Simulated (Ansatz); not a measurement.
Start from `[NH2][Ge]([F])([F])[Cl]` and change one atom or group to get `[CH3][Ge]([NH2])([F])[F]`.

Ansatz, PBE0-D4/def2-TZVP geometries, multiplicity 1. Each molecule was computed in one conformer, which needn't be the lowest.

Scalar relativity is left out up to krypton.

```
                           property  `[NH2][Ge]([F])([F])[Cl]`
HOMO–LUMO gap (PBE/def2-TZVPP) / eV                       5.44
LUMO energy (B3LYP/def2-TZVPP) / eV                      -1.18
  LUMO energy (PBE/def2-TZVPP) / eV                      -1.86
HOMO energy (B3LYP/def2-TZVPP) / eV                      -8.62
 LUMO energy (PBE0/def2-TZVPP) / eV                      -0.80
  HOMO energy (PBE/def2-TZVPP) / eV                      -7.31
```

(1) What does the change do to each property? (Estimate.)

## Answers

(1) The calculation gave: 
```
                           property  `[CH3][Ge]([NH2])([F])[F]`  shift
HOMO–LUMO gap (PBE/def2-TZVPP) / eV                        6.02   0.58
LUMO energy (B3LYP/def2-TZVPP) / eV                       -0.14   1.04
  LUMO energy (PBE/def2-TZVPP) / eV                       -0.67   1.19
HOMO energy (B3LYP/def2-TZVPP) / eV                       -7.99   0.63
 LUMO energy (PBE0/def2-TZVPP) / eV                        0.24   1.04
  HOMO energy (PBE/def2-TZVPP) / eV                       -6.69   0.62
```

With PBE0 the HOMO rises by 0.64 eV and the LUMO rises by 1.04 eV, so the gap widens by about 0.40 eV. PBE moves the HOMO by 0.62 eV and ωB97M-V by 0.62 eV. The zero-point energy changes by 92.4 kJ/mol with +9 modes.

B3LYP here is the variant with VWN-RPA as its local correlation; programs differ in this.
